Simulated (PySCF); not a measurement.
Species: C₆H₉O (doublet state).
Z-matrix (Å and degrees, GFN2-xTB geometry), rows numbered from 1:
```
C 
C   1  1.5400
C   2  1.4762  1  114.48
C   3  1.4809  2  113.02  1  -119.11
C   4  1.5298  3  105.10  2   -10.45
C   5  1.5144  4  106.47  3    13.75
O   6  1.2014  2  125.45  1   -49.93
H   1  1.0875  2  110.13  3    53.37
H   1  1.0870  2  109.47  3   172.95
H   1  1.0869  2  110.31  3   -66.79
H   2  1.1019  1  106.72  3   124.70
H   3  1.0727  2  123.32  1    52.83
H   4  1.0999  3  111.03  2   109.35
H   4  1.0956  3  111.90  2  -132.62
H   5  1.0924  4  111.50  3  -102.92
H   5  1.0895  4  113.72  3   135.56
```

The hyperfine couplings belong to this conformer and change with its torsions.

Identity: `[C@H]1([CH]CCC1=O)C` [radical].

The calculation used PySCF, UKS B3LYP, pcH-1 on C H O, non-relativistic, mean-field spin-orbit, GIAO. One conformer (not necessarily the lowest) at the GFN2-xTB geometry, without solvent, vibrations or thermal averaging. Couplings are sensitive to structure, and on GFN2-xTB geometries they can be far from those on DFT ones. No stability test was run, so a lower SCF solution isn't excluded.

Where do the isotropic ENDOR lines of C3, C1, C2, C4, C5, H13, H11, H14, H12 and H15 fall at 3343.5 mT, to first order?

For S = 1/2 in fast tumbling each set of equivalent nuclei gives two lines, ν± = |νn ± a/2| to first order, with νn = g_N μN B/h and μN/h = 7.62259 MHz/T.

| nuclei | isotope | g_N | νn (MHz) | a_iso (MHz) | lower line (MHz) | upper line (MHz) |
| --- | --- | --- | --- | --- | --- | --- |
| C3 | 13C | 1.4048 | 35.80 | 91.14 | 9.77 | 81.37 |
| C1 | 13C | 1.4048 | 35.80 | 64.67 | 3.47 | 68.14 |
| C2 | 13C | 1.4048 | 35.80 | -34.20 | 18.71 | 52.90 |
| C4 | 13C | 1.4048 | 35.80 | -33.77 | 18.92 | 52.69 |
| C5 | 13C | 1.4048 | 35.80 | 2.68 | 34.46 | 37.14 |
| H13 | 1H | 5.5857 | 142.36 | 139.42 | 72.65 | 212.07 |
| H11 | 1H | 5.5857 | 142.36 | 120.40 | 82.16 | 202.56 |
| H14 | 1H | 5.5857 | 142.36 | 99.89 | 92.41 | 192.30 |
| H12 | 1H | 5.5857 | 142.36 | -61.80 | 111.46 | 173.26 |
| H15 | 1H | 5.5857 | 142.36 | -3.05 | 140.83 | 143.88 |

The rows for 13C, of low natural abundance, apply to labelled samples.

Which pairs are centred on the nuclear Larmor frequency, and which on half the coupling?

Centred on νn, since |a| < 2νn: C1, C2, C4, C5, H13, H11, H14, H12 and H15. Centred on |a|/2 and split by 2νn: C3.

At what field would the lower line of H13 fall to zero frequency?

Where νn = |a|/2, that is B = 69.71 MHz/(5.5857 × 7.62259 MHz/T) = 1640 mT, as far as first order holds there.

Couplings of abundant isotopes left out: H16 (-2.5 MHz) and H8/H9/H10 (1.0 MHz).

The largest Mulliken spin populations are on C3 (+1.02), C4 (-0.09) and C2 (-0.08). No atom but C3 exceeds +0.15. The positive populations add up to 1.22 and the negative ones to -0.22, together 2S = 1. The angles at C3 add up to 359.5°, so it is planar; its axial dipolar tensor and the negative coupling of its proton fit spin in a p orbital normal to that plane.
